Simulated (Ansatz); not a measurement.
Ansatz (a quantum-chemistry and plane-wave program) input (HF/def2-QZVPPD):
A basis named .json is the Basis Set Exchange file of that set.

Ansatz 0.2 input:
```yaml
crystal:
  periodic: [false, false, false]
  atoms:
    - {symbol: Si, position_ang: [-0.00185614, -0.01051912, 1.30157599]}
    - {symbol: Br, position_ang: [1.05563279, -1.54255219, -0.27129398]}
    - {symbol: Br, position_ang: [-1.05489034, 1.54675983, -0.24933642]}
basis:
  gaussian:
    orbitals: def2-QZVPPD.json
hamiltonian:
  xc: hf
total_charge: -1
magnetization: {spin_polarized: true, initial_magnetization: 1}
```

Output:

```
Functional definition: HF
integrals: 0.30 GiB planned
1849 factors; their error is unknown
mean field: 1.79 GiB planned
mean field evaluation 1: about -147864.5547 eV, gradient 1.1e1 eV
mean field evaluation 2: about -147865.3246 eV, gradient 7.7e0 eV
mean field evaluation 4: about -147865.6173 eV, gradient 8.8e-1 eV
mean field evaluation 8: about -147865.6453 eV, gradient 1.1e-1 eV
mean field evaluation 16: about -147865.3605 eV, gradient 1.2e1 eV
mean field -147866.45430113 eV, -5433.9919680842 hartree, gradient 1.3e-5 eV, S^2 0.787680; 0 other end points of the search recorded, 0 dependent functions left out
reference -147866.45430113 eV, -5433.9919680842 hartree; 43, 42 occupied and 229, 230 virtual orbitals, 1849 factors
Total energy: -147866.45430113 eV, -5433.9919680842 hartree
```
